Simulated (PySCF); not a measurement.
**How well do the runs reproduce experiment for phenanthrene?**

**The experiment to reproduce.**

From NIST CCCBDB Release 22 (SRD 101), experimental polarizabilities, for the gas: mean polarisability 24.779 Å³.

The runs below try to reproduce these values; the comparison stands at the end.

Compound: phenanthrene, C14H10.
Atom-mapped SMILES: `[cH:1]1[cH:2][cH:3][c:4]2[c:5]([cH:6]1)[cH:7][cH:8][c:9]1[cH:10][cH:11][cH:12][cH:13][c:14]21` (hydrogens: H15 on C1; H16 on C2; H17 on C3; H18 on C6; H19 on C7; H20 on C8; H21 on C10; H22 on C11; H23 on C12; H24 on C13)

Cartesian coordinates in Å at the PBE0-D3(BJ)/def2-SVP level; atoms count from 1:
```xyz
24
C14H10 angstrom
C     -3.1011   -0.4999    0.3248
C     -2.2540   -1.6194    0.2602
C     -0.8883   -1.4543    0.1346
C     -0.3037   -0.1706    0.0681
C     -1.1659    0.9600    0.1341
C     -2.5592    0.7671    0.2624
C     -0.6128    2.2803    0.0706
C      0.7266    2.4734   -0.0524
C      1.6331    1.3661   -0.1224
C      3.0235    1.5793   -0.2502
C      3.9026    0.5184   -0.3182
C      3.4090   -0.7961   -0.2602
C      2.0528   -1.0279   -0.1360
C      1.1282    0.0368   -0.0635
H     -4.1808   -0.6337    0.4242
H     -2.6758   -2.6258    0.3096
H     -0.2553   -2.3411    0.0872
H     -3.2057    1.6472    0.3117
H     -1.2953    3.1324    0.1231
H      1.1393    3.4842   -0.1005
H      3.3929    2.6072   -0.2943
H      4.9758    0.6973   -0.4167
H      4.0995   -1.6408   -0.3136
H      1.6983   -2.0584   -0.0936
```

The PySCF runs (gas phase, on this PBE0-D3(BJ)/def2-SVP geometry; no spin–orbit coupling):

| level | job | basis functions |
| --- | --- | --- |
| CAM-B3LYP/def2-SVPD | 10 singlets by full TDDFT, 4 Tamm–Dancoff triplets, polarisability, density and orbital grids written | 360 |

## Comparison

**Mean polarisability.** Measured: 24.779 Å³ (NIST CCCBDB Release 22 (SRD 101), experimental polarizabilities).

```json
{"level": "CAM-B3LYP/def2-SVPD", "computed (Å³)": "24.777", "computed − measured (Å³)": "-0.002", "% (from the printed values)": "0"}
```

The computed values are static and purely electronic, with core orbitals frozen in the response (1 au = 0.148185 Å³). The table of measured values doesn't say here whether a value is static or optical, or holds a vibrational part.

No measured geometry was used, and the causes of the misses weren't examined.
